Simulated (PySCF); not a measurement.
Species: C₆H₈FOS (doublet state).
Z-matrix (Å and degrees, GFN2-xTB geometry), rows numbered from 1:
```
C 
C   1  1.4736
C   2  1.5150  1  106.39
C   3  1.3237  2  125.27  1   -99.65
S   4  1.8119  3  114.92  2   173.72
O   5  1.4637  4  105.87  3   -90.34
C   5  1.8867  4   88.05  3    14.77
F   7  1.3719  5  106.99  4    96.61
C   3  1.5040  2  118.85  1    76.23
H   1  1.0723  2  119.78  3    80.42
H   1  1.0727  2  120.41  3   -85.64
H   2  1.0918  1  111.40  3   118.92
H   2  1.0911  1  111.19  3  -118.39
H   4  1.0735  3  126.63  2    -2.65
H   7  1.0927  5  108.79  4  -147.42
H   9  1.0920  3  109.88  2   -72.06
H   9  1.0925  3  111.23  2    47.93
```

The hyperfine couplings belong to this conformer and change with its torsions.

As a line formula: `[CH2]CC1=C[S@@](=O)[C@H](F)C1` [radical].

Computed with PySCF, UKS B3LYP, pcH-1 on C F H O S, non-relativistic, mean-field spin-orbit, GIAO. Isolated species at its GFN2-xTB geometry (one conformer only). Couplings are sensitive to structure, and on GFN2-xTB geometries they can be far from those on DFT ones. Stability of the SCF solution: not tested.

Problem. Break the g tensor into its mass correction, gauge correction and orbital-Zeeman/spin–orbit terms.

Solution. 
```json
{"Δg (ppm)": "relativistic mass correction", "1": "-144", "2": "-144", "3": "-144"}
{"Δg (ppm)": "gauge correction", "1": "9", "2": "34", "3": "23"}
{"Δg (ppm)": "orbital Zeeman/spin–orbit", "1": "-50", "2": "309", "3": "707"}
{"Δg (ppm)": "total", "1": "-185", "2": "199", "3": "585"}
```

So g = 2.00213, 2.00252, 2.00290 and g_iso = 2.00252; the tensor is rhombic: the two nearest values differ by 50 % of g3 − g1. Axes: g2 points within 13° of the C1–C2 bond.

Problem. At 34.041 GHz, how far is the centre of the isotropic spectrum from where a free electron (g = 2.002319) resonates?

Solution. B = hν/(g μB) with μB/h = 13.99624 MHz/mT gives 1214.67 mT for the free electron and 1214.55 mT at g_iso, 0.12 mT lower.

Problem. What are the electron Larmor frequencies g μB B/h along the three axes at 350 mT?

Solution. 9.8078, 9.8097, 9.8116 GHz for g1, g2 and g3, a range of 3.8 MHz.

Problem. What effective moment and Curie constant follow for a powder?

Solution. With the mean of g² = 4.0101 and S(S+1) = 0.75: μ_eff = √(⟨g²⟩S(S+1)) = 1.734 μB and χT = 0.12505·⟨g²⟩·S(S+1) = 0.376 cm³ K/mol (cgs; spin-Hamiltonian part alone).

Problem. In a frozen sample, at which fields do the three g values resonate at 9.5, 34, 94 and 263 GHz (hyperfine left aside), and which band first spreads them over more than twice a line width of 1.0 mT?

Solution. 
```csv
band,GHz,B(g3) mT,B(g2) mT,B(g1) mT,spread mT
X,9.5,338.88,338.95,339.02,0.13
Q,34.0,1212.85,1213.08,1213.32,0.47
W,94.0,3353.17,3353.82,3354.46,1.29
J,263.0,9381.75,9383.56,9385.36,3.61
```

The spread grows in proportion to the frequency. J band is the first where it exceeds 2.0 mT.

Largest spin populations (Mulliken): C1 (+1.06) and C2 (-0.08). No atom but C1 exceeds +0.15. The positive populations add up to 1.17 and the negative ones to -0.17, together 2S = 1. The angles at C1 add up to 358.6°, so it is planar; its axial dipolar tensor and the negative couplings of its protons fit spin in a p orbital normal to that plane.

The HOMO–LUMO gaps are 5.20 eV among the α and 4.16 eV among the β orbitals.
